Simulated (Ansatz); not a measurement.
CH₆AlNO₂Si (`O[Si]1([O][AlH2])CN1`) at its PBE0-D4/def2-TZVP geometry, where that method's forces vanish. The species carries charge 0 and has multiplicity 1.

```xyz
12

O     0.4371    1.9789   -1.1981
Si    0.1702    0.6702   -0.2610
O    -0.3108   -0.5560   -1.1944
Al   -0.8873   -2.1519   -1.0679
C     0.9952    0.5287    1.3422
N    -0.5117    0.8229    1.2681
H     0.3644    1.8378   -2.1433
H    -0.2999   -3.0917    0.0552
H    -1.9407   -2.6001   -2.1533
H     1.2371   -0.3903    1.8727
H     1.6177    1.3643    1.6644
H    -0.8715    1.5873    1.8154
```

(1) What forces (eV/Å) does B3LYP-D4/def2-TZVPP give on these atoms in the Gaussian-basis code of Ansatz? (An estimate is asked.)

Answers

(1) Ansatz gave: 
```
O1   0.020  0.096 -0.089
Si2  0.016  0.008  0.033
O3  -0.016 -0.056 -0.047
Al4 -0.068 -0.185 -0.020
C5   0.381 -0.078  0.117
N6  -0.312  0.094  0.063
H7   0.009  0.046 -0.037
H8  -0.041  0.059 -0.074
H9   0.066  0.021  0.072
H10  0.001  0.067 -0.027
H11 -0.035 -0.064  0.006
H12 -0.019 -0.007  0.003
```

B3LYP here is the variant with VWN-RPA as its local correlation; programs differ in this.
